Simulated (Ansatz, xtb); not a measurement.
**Ranking isomers of C3H9FOSi2**

3 gas-phase structures of C3H9FOSi2, from a drawn sample of its isomers (lower ones may exist). Each was relaxed with GFN2-xTB; where two conformers were screened, the lower at r2SCAN-D4/def2-SVP//GFN2-xTB is listed:

A. `C=C[Si@](C)(F)O[SiH3]`, a singlet
B. `C=C[Si@H](C)O[SiH2]F`, a singlet
C. `F[Si@@H]1CCC[SiH2]O1`, a singlet

Q: Make a reasoned guess at their ranking by r2SCAN-D4/def2-SVP//GFN2-xTB single-point energy.

A: Calculated order at r2SCAN-D4/def2-SVP//GFN2-xTB: C (0.000), A (0.823), B (0.937) eV.

Energies above the lowest of each column, in eV; the last columns are at r2SCAN-D4/def2-SVP geometries:

```csv
structure,GFN2-xTB,HF/STO-3G,r2SCAN-D4/def2-SVP//GFN2-xTB,r2SCAN-D4/def2-SVP,CCSD(T)/def2-SVP + ΔMP2/def2-TZVPP
C,0.000,0.000,0.000,0.000,0.000
A,1.259,2.015,0.823,0.820,0.659
B,1.046,2.149,0.937,0.900,0.714
```

Every level run on C puts it lowest or level with the lowest. Flexible structures stand in one conformer each, not always the lowest. ΔMP2 is the change of the MP2 energy from the smaller to the larger basis.

Programs: Ansatz 0.2.0, xtb 6.7.1.
